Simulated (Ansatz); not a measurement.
A made-up structure of MgZnH$_{2}$O, singlet:

```xyz
5
angstrom
O -0.8711 -0.3776 -0.0876
Mg -0.1970 -1.7441 1.1731
Zn 0.8432 0.5104 -0.0195
H -0.0175 -2.8137 2.5080
H 1.8124 1.6429 -0.4344
```

It is relaxed with PBE-D4/def2-SVP and then PBE0-D4/def2-TZVP (Ansatz 0.2.0). Atoms count as bonded within 1.22 times the sum of their covalent radii (H–H: 0.88 Å). The end point is not checked to be a true minimum.

(1) Does its bonding change? (A judgement: the text doesn't fix the answer.)

Answers

(1) Computed: Yes. Formed: none; broken: Mg2–Zn3.

Where it ends: The first stage lowers the energy by 0.98 eV in 10 steps. It ends as MgZnH₂O ([MgH][O][ZnH]):
| atom | x (Å) | y (Å) | z (Å) |
| --- | --- | --- | --- |
| O1 | 0.3308 | -0.5144 | 0.6009 |
| Mg2 | -0.2596 | -1.9390 | 1.5064 |
| Zn3 | 0.9085 | 0.8768 | -0.2828 |
| H4 | -0.8192 | -3.2891 | 2.3646 |
| H5 | 1.4096 | 2.0836 | -1.0493 |

Labels in which every atom is bracketed show which atoms are joined, not bond orders.

For scale, one of the runs: PBE0-D4/def2-TZVP relaxation, 123 basis functions, launched by `ansatz run in.yaml --threads 2 --pin off --events-out ev --progress --plain --max-ram 4352MiB`. Hardware: 2 CPU threads of an Intel Xeon 6975P-C, shared host. Wall time about 12 s.
